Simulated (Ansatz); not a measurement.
Steps of a relaxation of C7H10 (`CCC1C=CC=C1`) with RKS PBE-D4/def2-SVP.

```sh
$ ansatz run in.yaml --threads 4 --pin off --events-out ev --progress --plain --max-ram 11315MiB
```

```yaml
crystal:
  periodic: [false, false, false]
  atoms:
    - {symbol: C, position_ang: [1.952800, -1.010500, 0.971700]}
    - {symbol: C, position_ang: [0.810100, -1.011100, -0.103300]}
    - {symbol: C, position_ang: [0.167800, 0.370900, -0.393200]}
    - {symbol: C, position_ang: [-0.754300, 0.319200, -1.486000]}
    - {symbol: C, position_ang: [-2.013600, 0.724700, -1.043900]}
    - {symbol: C, position_ang: [-1.892400, 1.116900, 0.356900]}
    - {symbol: C, position_ang: [-0.601900, 0.908400, 0.765700]}
    - {symbol: H, position_ang: [2.391800, -1.940100, 1.070600]}
    - {symbol: H, position_ang: [2.702100, -0.249300, 0.721000]}
    - {symbol: H, position_ang: [1.507800, -0.661800, 1.956300]}
    - {symbol: H, position_ang: [0.030900, -1.722100, 0.231400]}
    - {symbol: H, position_ang: [1.268500, -1.396600, -1.011900]}
    - {symbol: H, position_ang: [0.933100, 1.117500, -0.661600]}
    - {symbol: H, position_ang: [-0.652000, -0.010000, -2.473000]}
    - {symbol: H, position_ang: [-2.932500, 0.784400, -1.589900]}
    - {symbol: H, position_ang: [-2.696700, 1.516900, 0.978100]}
    - {symbol: H, position_ang: [-0.240700, 1.142200, 1.751500]}
basis:
  gaussian: {orbitals: def2-SVP}
hamiltonian: {xc: pbe, dispersion: d4}
relax: {f_tol: 0.03, max_steps: 200}
```

Positions (Å) and forces (eV/Å) along the path, 7 of 7 steps:

```xyz
17
step=1 energy=-7405.7097 eV
C     1.953   -1.010    0.972   -2.767    3.335    0.054
C     0.810   -1.011   -0.103    1.113    0.156    1.064
C     0.168    0.371   -0.393    1.644   -0.596    1.437
C    -0.754    0.319   -1.486   -4.108    0.867    0.493
C    -2.014    0.725   -1.044    1.898   -0.081    0.498
C    -1.892    1.117    0.357    0.416   -0.175    0.040
C    -0.602    0.908    0.766   -1.191    0.265   -0.508
H     2.392   -1.940    1.071    1.222   -2.621    0.347
H     2.702   -0.249    0.721    0.427    0.124   -0.180
H     1.508   -0.662    1.956    0.431   -0.478   -0.487
H     0.031   -1.722    0.231   -0.195    0.011   -0.184
H     1.268   -1.397   -1.012    0.032   -0.298   -0.774
H     0.933    1.117   -0.662    0.711    0.174    0.041
H    -0.652   -0.010   -2.473    0.862   -0.788   -1.887
H    -2.933    0.784   -1.590   -0.793   -0.005   -0.744
H    -2.697    1.517    0.978   -0.239    0.073    0.119
H    -0.241    1.142    1.752    0.535    0.040    0.674
17
step=2 energy=-7406.1025 eV
C     1.943   -0.967    0.986   -0.934    0.816   -0.277
C     0.841   -1.018   -0.105    0.359    0.162    0.685
C     0.169    0.349   -0.383    0.798   -0.284    0.441
C    -0.806    0.290   -1.484   -1.918    0.670   -0.313
C    -2.023    0.772   -1.051    0.724   -0.422    0.245
C    -1.904    1.114    0.366    0.294    0.203    0.059
C    -0.615    0.903    0.771   -0.599    0.053   -0.033
H     2.399   -1.945    1.107    0.386   -0.630    0.156
H     2.722   -0.229    0.713    0.153   -0.033   -0.037
H     1.527   -0.638    1.970    0.084   -0.177   -0.215
H     0.043   -1.724    0.201   -0.009   -0.091   -0.043
H     1.278   -1.403   -1.044    0.043   -0.056   -0.176
H     0.971    1.078   -0.648    0.132    0.056   -0.032
H    -0.670   -0.060   -2.501    0.496   -0.236   -0.386
H    -2.948    0.862   -1.626   -0.143   -0.024   -0.223
H    -2.714    1.510    0.993   -0.065    0.030    0.014
H    -0.232    1.105    1.774    0.199   -0.039    0.134
17
step=3 energy=-7406.1437 eV
C     1.942   -0.960    0.946    0.615    0.163    0.671
C     0.832   -1.015   -0.052   -0.671    0.120   -0.685
C     0.171    0.359   -0.345   -0.104   -0.276   -0.761
C    -0.826    0.315   -1.497    0.710   -0.192    0.011
C    -2.029    0.749   -1.057   -0.521    0.242    0.121
C    -1.919    1.119    0.359    0.022   -0.012   -0.026
C    -0.642    0.903    0.778   -0.137    0.163    0.559
H     2.407   -1.950    1.098    0.042   -0.150    0.036
H     2.750   -0.270    0.624   -0.002    0.007   -0.020
H     1.595   -0.606    1.939    0.003   -0.008    0.029
H     0.021   -1.699    0.267   -0.028   -0.100    0.117
H     1.206   -1.437   -1.005    0.066    0.023   -0.150
H     0.972    1.082   -0.633    0.101    0.037    0.085
H    -0.531   -0.006   -2.510   -0.170   -0.015    0.090
H    -2.968    0.846   -1.626    0.140   -0.044   -0.085
H    -2.752    1.512    0.958   -0.004   -0.008    0.073
H    -0.248    1.055    1.795   -0.062    0.051   -0.067
17
step=4 energy=-7406.1771 eV
C     1.916   -0.965    0.996    0.015    0.020   -0.089
C     0.850   -1.013   -0.103    0.096   -0.187    0.085
C     0.174    0.341   -0.392   -0.185    0.065    0.122
C    -0.849    0.281   -1.503   -0.259    0.223    0.297
C    -2.041    0.763   -1.038    0.192   -0.119    0.051
C    -1.893    1.144    0.379    0.100   -0.071   -0.184
C    -0.608    0.916    0.774   -0.061    0.037   -0.247
H     2.461   -1.927    1.088   -0.041   -0.005   -0.071
H     2.667   -0.179    0.770    0.036    0.004    0.108
H     1.474   -0.756    1.993    0.016    0.093   -0.054
H     0.060   -1.741    0.177   -0.012   -0.016   -0.074
H     1.299   -1.381   -1.053    0.010   -0.017    0.060
H     0.964    1.073   -0.688    0.078    0.022    0.024
H    -0.636   -0.096   -2.512    0.016   -0.001   -0.002
H    -2.971    0.857   -1.619   -0.005   -0.014    0.026
H    -2.702    1.542    1.007   -0.009    0.052   -0.023
H    -0.184    1.140    1.763    0.013   -0.086   -0.028
17
step=5 energy=-7406.1871 eV
C     1.936   -0.965    0.978    0.022    0.061   -0.005
C     0.846   -1.017   -0.093   -0.024    0.067    0.030
C     0.169    0.347   -0.371   -0.038    0.003   -0.087
C    -0.844    0.300   -1.490    0.082   -0.072   -0.076
C    -2.043    0.758   -1.041    0.010    0.032   -0.067
C    -1.909    1.144    0.365    0.047    0.022    0.159
C    -0.630    0.915    0.775   -0.017   -0.008    0.061
H     2.436   -1.948    1.086   -0.007   -0.009    0.032
H     2.720   -0.218    0.725   -0.028   -0.035   -0.010
H     1.523   -0.684    1.969    0.012   -0.025   -0.008
H     0.052   -1.736    0.200    0.012   -0.046   -0.014
H     1.277   -1.394   -1.046   -0.001    0.004   -0.004
H     0.977    1.073   -0.645   -0.042   -0.006    0.009
H    -0.617   -0.073   -2.498    0.013   -0.006   -0.020
H    -2.969    0.844   -1.626   -0.030   -0.013   -0.030
H    -2.728    1.552    0.975    0.016    0.013    0.030
H    -0.216    1.102    1.776   -0.026    0.017    0.000
17
step=6 energy=-7406.1894 eV
C     1.934   -0.961    0.980    0.004    0.003   -0.027
C     0.849   -1.018   -0.096    0.001    0.023    0.024
C     0.165    0.341   -0.374   -0.017   -0.037    0.011
C    -0.846    0.293   -1.492    0.000    0.020    0.005
C    -2.042    0.765   -1.043   -0.016    0.002    0.021
C    -1.906    1.148    0.369    0.011   -0.011   -0.022
C    -0.629    0.909    0.778   -0.009   -0.006   -0.034
H     2.436   -1.943    1.095   -0.007   -0.001    0.011
H     2.716   -0.215    0.727    0.006   -0.004   -0.001
H     1.517   -0.683    1.969   -0.001    0.002    0.009
H     0.061   -1.747    0.191    0.003   -0.022   -0.011
H     1.285   -1.390   -1.048    0.005    0.006    0.003
H     0.967    1.072   -0.648    0.003    0.011   -0.002
H    -0.620   -0.081   -2.501    0.000    0.001    0.001
H    -2.969    0.851   -1.628    0.008    0.002    0.003
H    -2.718    1.562    0.985   -0.001    0.008   -0.001
H    -0.218    1.097    1.778    0.011    0.003    0.011
17
step=7 energy=-7406.1899 eV
C     1.936   -0.959    0.980   -0.004    0.001   -0.014
C     0.852   -1.020   -0.097    0.006    0.008    0.014
C     0.160    0.335   -0.372   -0.014   -0.030    0.008
C    -0.850    0.290   -1.491    0.014    0.014   -0.006
C    -2.044    0.769   -1.043   -0.007   -0.006    0.004
C    -1.908    1.151    0.368    0.016   -0.007    0.007
C    -0.633    0.903    0.779   -0.009    0.009   -0.012
H     2.434   -1.942    1.102   -0.003   -0.003    0.006
H     2.722   -0.218    0.723    0.003    0.000   -0.002
H     1.520   -0.674    1.967    0.001    0.001    0.001
H     0.071   -1.758    0.186   -0.002   -0.007   -0.006
H     1.293   -1.386   -1.050    0.006    0.004    0.003
H     0.960    1.070   -0.645   -0.003    0.007   -0.005
H    -0.624   -0.084   -2.499   -0.003    0.001    0.000
H    -2.969    0.862   -1.631    0.000    0.002    0.001
H    -2.718    1.571    0.982   -0.001    0.004   -0.001
H    -0.221    1.089    1.780    0.000    0.001    0.000
```

Run time 16 s (4 threads of an Arm Neoverse V1 on a shared host); peak host memory 0.2 GiB.
